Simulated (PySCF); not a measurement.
# Structure from NMR data

Molecular formula: C$_{3}$H$_{3}$F$_{5}$O. Simulated spectra:

¹H NMR (300 MHz, computed): δ 4.02 (tq, J = 16.5, 1.2 Hz, 2H), 0.69 (br s, 1H).

¹³C{¹H} NMR (computed): δ 134.8 (C, qt, J = 354.1, 34.6 Hz), 126.6 (C, tq, J = 306.7, 38.0 Hz), 67.3 (CH2, t, J = 22.1 Hz).

All values are calculated (PySCF 2.14): NMR shieldings at PBE/pcSseg-2/GIAO, couplings computed with B3LYP/pcJ-1 (spin–dipole term only in couplings to heteroatoms), coordinates at the PBE0-D3(BJ)/def2-SVP level. Single conformer, isolated molecule, non-relativistic, equivalent nuclei averaged.

Referencing at the same level of theory: ¹H and ¹³C against TMS.

Q: Propose a structure and justify it.

A: 
The formula gives 0 degrees of unsaturation. 3 carbon signals for 3 carbons: no two carbons are equivalent. Carbon types of the structure: 2 × C, 1 × CH2, leaving 1 H on heteroatoms. δC 134.8: CF3 carbon; 3 electronegative neighbours deshield it. δC 126.6: fully substituted sp3 carbon bonded to 2 F; 2 electronegative neighbours deshield it. δC 67.3: sp3 CH2 bonded to O; deshielded by the electronegative neighbour. δH 4.02: hydrogen on an sp3 CH2 bonded to O; its carbon carries O, an electronegative neighbour. δH 0.69: hydrogen on an alcohol oxygen; exchangeable; this is the value without hydrogen bonding to other molecules.

Structure: 2,2,3,3,3-pentafluoro-1-propanol.

The shifts were computed for this structure.

OH and NH positions are those of a molecule without intermolecular hydrogen bonds; in solution they move with solvent, concentration and temperature, and exchange usually removes their couplings. Common functionals overestimate the size of one-bond C–F couplings by tens of Hz; these are unscaled. Splittings below 1 Hz are ignored in the labels, and close J values are merged. Shifts are as computed, not scaled to solution data. Of 1211 compounds with measured shifts, 218 miss one by over three times the rms of a fit or turn the order of signals round; such compounds aren't used in these exercises. Couplings to exchangeable protons are dropped. Vicinal couplings across rotatable single bonds and in flexible rings belong to the one computed conformer; a conformer average would change them.
